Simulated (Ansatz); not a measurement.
Frontier orbitals of C2H6AlN.

Z-matrix (Å, degrees):
```
Al
C 1 2.361
N 1 1.974 2 33.4
C 1 2.084 2 37.1 3 156.0
H 1 1.591 2 106.9 3 -94.8
H 1 1.592 2 131.4 3 74.6
H 2 1.095 1 154.9 3 94.0
H 3 1.010 1 144.8 2 -145.8
H 4 1.093 1 96.2 2 -111.2
H 4 1.084 1 134.4 2 120.4
```

Total charge 0; spin multiplicity 1. The bonds changed during the relaxation, so this is another structure than the one it started from. Geometry: relaxed with PBE0-D4/def2-TZVP. It is one conformer, not always the lowest. Basis def2-TZVPP, the Gaussian-basis code of Ansatz.

```csv
functional,HOMO (eV),LUMO (eV),gap (eV)
LDA (SPW92),-6.11,-2.48,3.63
PBE,-6.00,-2.27,3.73
revPBE,-5.96,-2.19,3.77
BLYP,-5.87,-2.15,3.72
PBE0,-7.16,-1.27,5.89
B3LYP,-6.95,-1.51,5.44
ωB97M-V,-9.33,0.89,10.22
HF,-9.88,2.60,12.48
```

A quarter of exact exchange (PBE0) shifts PBE's HOMO by −1.15 eV and its LUMO by +1.00 eV; full exchange at long range (ωB97M-V) shifts them by −3.33 and +3.16 eV. The gap opens from 3.73 to 10.22 eV, since occupied levels lose self-interaction and empty ones feel all the electrons. A positive LUMO is unbound and depends on the basis.

B3LYP here is the variant with VWN-RPA as its local correlation; programs differ in this.
